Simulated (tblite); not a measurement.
Species: C7H7OS (doublet state).
Z-matrix (Å and degrees, GFN2-xTB geometry), rows numbered from 1:
```
C 
O   1  1.4088
C   2  1.3512  1  119.11
C   3  1.3976  2  125.09  1     0.09
C   4  1.3769  3  120.04  2   179.97
C   5  1.4005  4  120.94  3     0.04
S   6  1.7140  5  120.54  4   179.90
C   6  1.4046  5  118.79  4    -0.03
C   8  1.3703  6  120.34  5     0.03
H   1  1.0943  2  111.45  3    61.16
H   1  1.0942  2  111.37  3   -61.50
H   1  1.0886  2  105.67  3   179.84
H   4  1.0788  3  120.92  2    -0.01
H   5  1.0794  4  120.19  3   179.99
H   8  1.0791  6  119.01  5  -179.96
H   9  1.0786  3  118.03  2    -0.03
```

Computed values, GFN2-xTB/tblite, gas phase, harmonic and unscaled. The method is semi-empirical: single wavenumbers can be off by several per cent or more. One conformer, not necessarily the lowest. Open shells enter through the occupations alone, without spin polarisation, and single modes of such species can be off by tens of per cent.

Harmonic wavenumbers (cm⁻¹): 74.1, 137.0, 192.9, 219.8, 289.4, 304.6, 349.7, 366.3, 477.8, 483.5, 598.0, 652.7, 663.7, 803.4, 817.4, 841.6, 899.6, 914.8, 988.9, 1057.7, 1089.4, 1117.1, 1119.8, 1154.3, 1185.7, 1254.8, 1262.5, 1324.6, 1398.8, 1416.2, 1441.2, 1467.2, 1476.2, 1520.3, 1572.7, 2942.3, 2953.6, 3032.3, 3093.1, 3097.4, 3104.4, 3109.2.

A = 4899, B = 716.2, C = 627.4 MHz; mass 139.022 u (most abundant isotopes); point group Cs, symmetry number 1; spin multiplicity 2.

Problem. Zero-point energy?

Solution. ½Σν̃ = 26133 cm⁻¹ = 312.62 kJ/mol.

Problem. Give the ideal-gas entropy at 298.15 K and 1 bar in the rigid-rotor, harmonic-oscillator model (classical rotation).

Solution. Translation 170.40, rotation 122.88, vibration 84.71, spin (R ln 2) 5.76: S = 383.8 J/(mol K).

Problem. And Cp and H(298.15 K) − H(0)?

Solution. Cp = 139.29 J/(mol K), of which vibrations give 106.03 (their classical limit is 42 R = 349.2); H(298.15 K) − H(0) = 24.58 kJ/mol without the zero-point energy, 14.66 from vibrations.

Problem. Which modes carry the vibrational entropy at 298.15 K?

Solution. 74.1 cm⁻¹: 16.91; 137.0 cm⁻¹: 11.90; 192.9 cm⁻¹: 9.20; 219.8 cm⁻¹: 8.20; 289.4 cm⁻¹: 6.18; 304.6 cm⁻¹: 5.82 J/(mol K); the other 36 give 26.48 together.

Problem. Blend soft modes into free rotors: weight 1/[1 + (100 cm⁻¹/ν̃)⁴] for the oscillator and the rest for a rotor with moment μB/(μ + B), μ = h/(8π²ν), B = 10⁻⁴⁴ kg m². What vibrational entropy results?

Solution. 81.67 J/(mol K) in place of 84.71, which changes −T·S at 298.15 K by +0.91 kJ/mol.

Hindered rotation and anharmonicity are outside this model. Other conformers, if any are populated, would add a mixing term that is left out.

The run took 0.58 s on one thread of an Arm Neoverse V2 (shared host). This covers the Hessian and the dipole derivatives.
